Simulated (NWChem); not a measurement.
Molecule: CH4AlIO; SMILES [CH3][Al]([OH])[I]

```xyz
8

Al     0.0451     1.3719     0.0000
I     -0.0035    -1.1159     0.0000
C     -1.5832     2.4172     0.0000
H     -1.3572     3.4945     0.0000
H     -2.1983     2.1891     0.8854
H     -2.1983     2.1891    -0.8854
O      1.5547     2.1505     0.0000
H      2.4154     1.7281     0.0000
```
Atoms are numbered in this order, from 1.

Computed with NWChem. Medium grid unless said otherwise, to which SCAN and Minnesota functionals are sensitive. Geometry: optimised at PBE0/def2-SVP. def2 effective core potentials on I; no spin-orbit coupling. Total energies of different functionals are on different scales.

| level | energy (Ha) | highest occupied level (eV) | orbital gap (eV) | dipole (D) |
|---|---|---|---|---|
| B3LYP/def2-SVP | -655.9458 | -7.25 | 6.66 | 0.88 |
| PBE/def2-SVP | -655.5372 | -6.36 | 5.19 | 0.94 |
| N12/def2-SVP | -656.5279 | -6.09 | 5.19 | 0.69 |
| SCAN/def2-SVP | -655.8926 | -6.71 | 5.79 | 0.95 |
| BHandHLYP/def2-SVP | -655.7203 | -8.52 | 8.89 | 0.84 |
| TPSS/def2-SVP | -655.7503 | -6.48 | 5.44 | 0.99 |
| M06/def2-SVP | -655.8090 | -7.46 | 6.96 | 0.66 |
| r2SCAN0/def2-SVP | -655.8155 | -7.79 | 7.52 | 0.93 |
| LC-BLYP (range parameter 0.33 per bohr)/def2-SVP | -655.1298 | … | … | 0.98 |
| RPBE/def2-SVP | -655.8567 | -6.31 | 5.22 | 0.93 |
| KT2/def2-SVP | -661.5196 | -6.42 | 5.15 | 0.93 |

Question: Fill in the missing entries.

Answer: 
- LC-BLYP (range parameter 0.33 per bohr)/def2-SVP, highest occupied level (eV): -9.67
- LC-BLYP (range parameter 0.33 per bohr)/def2-SVP, orbital gap (eV): 11.09
